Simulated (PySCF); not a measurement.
**Correlation energy of Au⁺ (gold, charge +1)**

[Xe] 4f14 5d9 6s1, high-spin 3D determinant (an excited configuration). Calculation: PySCF 2.14, in ANO-RCC-VTZP (8s7p5d3f1g, 84 functions); the spin-free X2C one-electron Hamiltonian (Gaussian nucleus). Frozen: [Xe] 4f14; 10 electrons correlated.

| level | correlation energy (mhartree) |
| --- | --- |
| CCSD | -279.56 |
| (T) | -9.75 |
| CCSD(T) | -289.31 |

Diagnostics: T1 = 0.0084, D1 = 0.0284, largest double amplitude 0.020.

Spin-orbit coupling, absent here, splits the open shell strongly.

Cost of the coupled-cluster step: about 6 core-seconds, for 10 correlated electrons.
